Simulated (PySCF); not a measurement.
# Orbital picture of BiH⁺

r²SCAN at R = 1.795 Å; Bi cc-pVDZ-PP with ECP60, H cc-pVDZ; scalar-relativistic core potentials (PySCF 2.14). State: ²Π (doublet), unpaired electrons π ↑. Only the outer orbitals are listed, counted within each symmetry, core potentials removing the inner ones.

```csv
spin,orbital,occ.,ε (eV),on Bi (%),main shells (%)
α,1δ,1,-36.16,100,100 Bi d
α,1δ,1,-36.06,100,100 Bi d
α,2π,1,-35.94,100,100 Bi d
α,3σ,1,-35.60,100,100 Bi d
α,2π,1,-35.55,100,100 Bi d
α,4σ,1,-23.09,95,94 Bi s
α,5σ,1,-14.50,59,"53 Bi p, 41 H s"
α,3π,1,-12.22,100,100 Bi p
α,3π,0,-11.67,100,100 Bi p
α,6σ,0,-6.42,52,"48 H s, 46 Bi p"
α,7σ,0,-0.17,100,"85 Bi s, 13 Bi d"
β,1δ,1,-36.10,100,100 Bi d
β,2π,1,-35.91,100,100 Bi d
β,1δ,1,-35.89,100,100 Bi d
β,3σ,1,-35.43,100,100 Bi d
β,2π,1,-35.37,100,100 Bi d
β,4σ,1,-22.26,93,92 Bi s
β,5σ,1,-14.35,55,"49 Bi p, 44 H s"
β,3π,0,-11.11,100,100 Bi p
β,3π,0,-9.95,100,100 Bi p
β,6σ,0,-6.09,57,"50 Bi p, 43 H s"
```

Question: Which are the highest filled and the lowest empty level, where do they sit, and how wide is the gap?

Answer: Highest filled α 3π at -12.22 eV (in %: 100 Bi p); lowest empty α 3π at -11.67 eV (in %: 100 Bi p); the gap at r²SCAN is 0.55 eV. Both belong to one degenerate shell, split only by its one-sided filling, so this is no excitation gap.

| Property | Result |
| --- | --- |
| bond order (Mayer) | 0.99 |
| ⟨S²⟩ | 0.754 |
| charge on Bi (Mulliken, basis-dependent) | 0.98 |
| charge on Bi (Löwdin, basis-dependent) | 1.01 |
| dipole moment (positive dipole points towards H; it is taken about the centre of mass and depends on that origin) | 0.03 D |

Spin–orbit coupling is left out, which matters for elements this heavy, above all for dissociation energies. The state is the lowest determinant that a PBE0 search found; another state may lie lower at other levels.
